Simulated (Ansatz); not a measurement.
`[SeH][Sn]([SeH])([SeH])[SeH]`, charge 0, multiplicity 1.

Question: Give a relaxed structure at PBE0-D4/def2-TZVP (Ansatz 0.2.0). (Estimate.)

Answer: Computed: 
Z-matrix (Å, degrees):
```
Sn
Se 1 2.524
Se 1 2.530 2 113.0
Se 1 2.524 2 104.4 3 -118.7
Se 1 2.530 2 109.3 3 120.2
H 2 1.469 1 90.8 3 -30.5
H 3 1.470 1 90.6 2 81.6
H 4 1.469 1 90.8 2 -148.8
H 5 1.470 1 90.6 2 -162.4
```
Point group C2.
This is one stationary point; other conformers may exist.
